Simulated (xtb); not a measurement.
Input for xtb: GFN-FF on GeH5N (SMILES [NH2][GeH3]), a point of a torsion scan.

```
$ xtb mol.xyz --gfnff --sp --chrg 0 --uhf 0
7

N      1.08634029    -0.12894171     0.18066092
Ge    -0.69426002     0.10520377    -0.01178795
H      1.68401781     0.67590632     0.07576069
H      1.51762598    -0.92201986    -0.26790922
H     -1.23737544    -0.72890281    -1.13217131
H     -1.35512168    -0.32299291     1.26140408
H     -0.97409156     1.55215722    -0.25599447
```

It printed:

```
[...]
           -------------------------------------------------
          |                Calculation Setup                |
           -------------------------------------------------



          ==================== Thresholds ====================
          CN  :   150.00000
          rep :   500.00000
          disp:  2500.00000
          HB1 :   250.00000
          HB2 :   450.00000

          Pauling EN used:
          Z : 1  EN :  2.20
          Z : 7  EN :  3.04
          Z :32  EN :  2.01
          electric field strengths (au): 0.000

           -------------------------------------------------
          |           Force Field Initialization            |
           -------------------------------------------------

          distances ...
          ----------------------------------------
          generating topology and atomic info file ...
          pair mat ...
          computing topology distances matrix with Floyd-Warshall algo ...
          making topology EEQ charges ...
          #fragments for EEQ constrain: 1
          ----------------------------------------
          generating topology and atomic info file ...
          pair mat ...
          computing topology distances matrix with Floyd-Warshall algo ...
          making topology EEQ charges ...
          #fragments for EEQ constrain: 1
          rings ...
          # BATM   12
          # H in HB   5

  atom   neighbors  erfCN metchar sp-hybrid imet pi  qest     coordinates
    1  N       3    2.78   0.00         3    0    0  -0.361    2.052886   -0.243665    0.341400
    2  Ge      4    3.47   0.02         3    0    0   0.188   -1.311961    0.198806   -0.022276
    3  H       1    0.98   0.00         0    0    0   0.121    3.182332    1.277278    0.143167
    4  H       1    0.98   0.00         0    0    0   0.121    2.867897   -1.742365   -0.506275
    5  H       1    0.96   0.01         0    0    0  -0.023   -2.338301   -1.377427   -2.139494
    6  H       1    0.96   0.01         0    0    0  -0.023   -2.560809   -0.610368    2.383708
    7  H       1    0.97   0.01         0    0    0  -0.023   -1.840766    2.933152   -0.483759

          #atoms :   7
          #bonds :   6
          #angl  :   9
          #tors  :   7
          #nmol  :   1
          #optfrag :   1
           -------------------------------------------------
          |                   G F N - F F                   |
          |          A general generic force-field          |
          |                  Version 1.0.3                  |
           -------------------------------------------------
          Number of HB bonds (bound hydrogen)     0
          Number of HB bonds (unbound hydrogen)   0
          Number of XB bonds                      0

 E+G (total)                   0 d,  0 h,  0 min,  0.000 sec
 distance/D3 list               ...        0 min,  0.000 sec (  0.811%)
 non bonded repulsion           ...        0 min,  0.000 sec ( 13.150%)
 dCN                            ...        0 min,  0.000 sec (  3.308%)
 EEQ energy and q               ...        0 min,  0.000 sec ( 11.830%)
 D3                             ...        0 min,  0.000 sec ( 11.491%)
 EEQ gradient                   ...        0 min,  0.000 sec (  5.321%)
 bonds                          ...        0 min,  0.000 sec (  9.242%)
 bend and torsion               ...        0 min,  0.000 sec ( 23.507%)
 bonded ATM                     ...        0 min,  0.000 sec (  4.639%)
 HB/XB (incl list setup)        ...        0 min,  0.000 sec ( 10.918%)

         :::::::::::::::::::::::::::::::::::::::::::::::::::::
         ::                     SUMMARY                     ::
Note: The following floating-point exceptions are signalling: IEEE_UNDERFLOW_FLAG IEEE_DENORMAL
normal termination of xtb
         :::::::::::::::::::::::::::::::::::::::::::::::::::::
         :: total energy              -0.666439083420 Eh    ::
         :: gradient norm              0.035395327605 Eh/a0 ::
         ::.................................................::
         :: bond energy               -0.700771544756 Eh    ::
         :: angle energy               0.027935759501 Eh    ::
         :: torsion energy             0.003582889653 Eh    ::
         :: repulsion energy           0.033788499708 Eh    ::
         :: electrostat energy        -0.029112487140 Eh    ::
         :: dispersion energy         -0.001859929367 Eh    ::
         :: HB energy                  0.000000000000 Eh    ::
         :: XB energy                  0.000000000000 Eh    ::
         :: bonded atm energy         -0.000002271020 Eh    ::
         :: external energy            0.000000000000 Eh    ::
         :: add. restraining           0.000000000000 Eh    ::
         :: total charge               0.000000000000 e     ::
         :::::::::::::::::::::::::::::::::::::::::::::::::::::

           -------------------------------------------------
          |                Property Printout                |
           -------------------------------------------------

molecular dipole:
                 x           y           z       tot (Debye)
 q only:       -0.110       0.059      -0.217       0.636

           -------------------------------------------------
          | TOTAL ENERGY               -0.666439083420 Eh   |
          | GRADIENT NORM               0.035395327605 Eh/α |
           -------------------------------------------------
########################################################################
[WARNING] Runtime exception occurred
-1- gfnff_setup: Could not read topology file.
########################################################################

------------------------------------------------------------------------
------------------------------------------------------------------------
 total:
 SCF:
```

The run finished.

Cost: very roughly 0.03 core-seconds.
